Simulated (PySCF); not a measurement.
## Correlation energy of Ge²⁰⁺ (germanium, charge +20)

Starting occupation: [Ne] 3s2. Computed with PySCF 2.14 in an uncontracted even-tempered set (18 s from 0.74 bohr⁻², ratio 2.6; 13 p from 0.96 bohr⁻², ratio 2.6; 7 d from 0.99 bohr⁻², ratio 2.8; 4 f from 16 bohr⁻², ratio 2.8), with X2C-1e with screened-nucleus spin-orbit coupling, Gaussian nucleus. Frozen: 1s2; 10 electrons correlated; the 48 highest virtual spinors left out.

MP2 pair energies summed by pair of shells (mhartree):

```tsv
pair	energy	share (%)
2p1/2-2p3/2	-95.63	22.8
2p3/2-2p3/2	-91.76	21.9
3s1/2-3s1/2	-79.80	19.1
2p3/2-2s1/2	-39.68	9.5
2p3/2-3s1/2	-34.69	8.3
2p1/2-2p1/2	-22.19	5.3
2p1/2-2s1/2	-20.01	4.8
2p1/2-3s1/2	-16.81	4.0
2s1/2-2s1/2	-10.42	2.5
2s1/2-3s1/2	-7.88	1.9
```

Total MP2 correlation energy: -418.88 mhartree.

The virtual space was cut to 56 spinors, which keep -363.66 of the -418.88 mhartree of MP2 correlation.

```json
{"level": "CCSD", "correlation energy (mhartree)": "-390.12"}
```

Diagnostics: T1 = 0.00050, largest double amplitude 0.090.

Cost of the coupled-cluster step: about 16 core-seconds, for 10 occupied and 56 virtual spinors.

The coupled-cluster values are those of the cut space; adding the MP2 remainder, -55.22 mhartree, estimates the full space.

At this charge the one-electron X2C treatment keeps the bare 1/r₁₂, with no two-electron picture change or Breit term. The effect here is smaller than on the frozen 1s shell.
